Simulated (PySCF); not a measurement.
Simulated Cl 1s region for (ClZn-mu-Cl)2 (Zn2Cl4), binding energy against the vacuum level.

Every computed line was given a Gaussian of 0.8 eV full width at half maximum and an area set by the number of equivalent atoms; the highest printed point is 100. Computed with PySCF 2.14.0, delta-SCF UKS SCAN, pcX-2 on the ionised atom (unc-x2c-TZVPall on a metal), pcseg-1 elsewhere, spin-free X2C.

```
binding energy (eV)  intensity
             2827.0          0
             2827.1          1
             2827.2          1
             2827.3          3
             2827.4          7
             2827.5         13
             2827.6         22
             2827.7         35
             2827.8         52
             2827.9         70
             2828.0         86
             2828.1         97
             2828.2        100
             2828.3         95
             2828.4         83
             2828.5         68
             2828.6         52
             2828.7         40
             2828.8         35
             2828.9         37
             2829.0         46
             2829.1         60
             2829.2         76
             2829.3         90
             2829.4         99
             2829.5         99
             2829.6         92
             2829.7         78
             2829.8         61
             2829.9         43
             2830.0         28
             2830.1         17
             2830.2          9
             2830.3          5
             2830.4          2
             2830.5          1
             2830.6          0
```

Problem. Count the maxima, the lines and the sites behind this envelope.

Solution. The curve has 2 maxima (at 2828.2 and 2829.5 eV). Under it lie 2 lines from 2 inequivalent chlorine sites.

Problem. Decompose the envelope and assign each component. Bonds: Zn1–Cl2, Zn1–Cl3, Zn1–Cl6, Cl3–Zn4, Zn4–Cl5, Zn4–Cl6.

Solution. 
| position (eV) | relative area | line | atoms | environment |
| --- | --- | --- | --- | --- |
| 2828.19 | 2 | Cl 1s | Cl2/Cl5 | chlorine bonded to Zn |
| 2829.46 | 2 | Cl 1s | Cl3/Cl6 | chlorine bonded to 2 Zn |

Problem. What are the centre and the root-mean-square width of the whole band?

Solution. The area-weighted mean of the lines is 2828.82 eV. Their own spread about it is 0.64 eV (rms) and each Gaussian has σ = 0.8/2.355 = 0.34 eV; the variances add, which gives 0.72 eV.

Problem. Above which line width would these two lines show one maximum?

Solution. Two equal Gaussians merge once their distance is under 2σ = FWHM/1.177. With 1.27 eV between them that is a full width over 1.50 eV.

Lowest listed Cl 1s: Cl2/Cl5, bonded to Zn. Highest, 1.27 eV above it: Cl3/Cl6, bonded to 2 Zn.

The curve has no shake-up lines and no vibrational structure. Atoms equivalent by their bonding share one computed value, that of the first of them. Isolated species at its PBE0-D3(BJ)/def2-SVP geometry, gas phase. Metal 2p energies of this one-determinant scheme are less reliable than its 1s energies.
